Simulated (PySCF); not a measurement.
Structure problem from calculated spectra and properties.

Formula: C4H8Si2.

* Rotational structure: rotational constants A, B, C: 3.498, 2.182, 1.387 GHz [PBE0-D3(BJ)/def2-SVP]
* UV, strongest line: among the 10 lowest singlet transitions: S6 at 7.25 eV (171 nm, f = 0.619) [TDDFT wB97X-D/def2-SVPD]
* Dipole: 0.05 D [wB97X-D/def2-SVPD]
* 1H NMR: chemical shifts (computed TMS as zero) by class: 7.36 (4 H), 4.50 (4 H) ppm [GIAO B97-2/pcSseg-2]
* 13C NMR: chemical shifts (computed TMS as zero) by class: 155.7 (4 C) ppm [GIAO B97-2/pcSseg-2]
* NMR, other nuclei: isotropic shieldings of nuclei other than C and H, by class: 420 (2 Si) ppm [GIAO B97-2/pcSseg-2]
* Triplet: lowest triplet excitation (Tamm–Dancoff): 4.11 eV [TDA wB97X-D/def2-SVPD]
* UV, first state: lowest singlet excitation: 5.70 eV (218 nm, f = 0.000) [TDDFT wB97X-D/def2-SVPD]
* Valence photoelectron: vertical ionisation energy: 9.72 eV [ΔSCF wB97X-D/def2-SVPD]
* Polarisability: 97.4 au [wB97X-D/def2-SVPD]

Electronic properties: PySCF, gas phase, density fitting. Levels stand in brackets. Isolated species at its PBE0-D3(BJ)/def2-SVP geometry, gas phase. NMR values are class means; diastereotopic atoms form classes of their own.

Question: What is the compound? Reason from the data.

Answer: Numbering: `[CH:1]1=[CH:2][SiH2:3][CH:4]=[CH:5][SiH2:6]1`. Its formula, C4H8Si2, gives 3 degrees of unsaturation: 1 ring and 2 π bonds in the structure found. 4 carbons fall into 1 class: alkene CH carbon [C1/C2/C4/C5] (155.7 ppm, 4 C). Hydrogen classes from least to most shielded: 4 H on 4 alkene CH carbons, C1/C2/C4/C5 (7.36 ppm), 4 H on 2 SiH2 silicons, Si3/Si6 (4.50 ppm). The other shieldings belong to: 420 ppm, SiH2 silicon [Si3/Si6]. By its constants the optimised geometry is an asymmetric top. Structure: `C1=C[SiH2]C=C[SiH2]1`. Computed isomers that give other values at the same levels: `C=C[SiH2]C#C[SiH3]` (lowest singlet excitation: 5.49 eV (226 nm, f = 0.000)). The assignments are read from this structure; whether some other isomer fits the data as well wasn't checked.
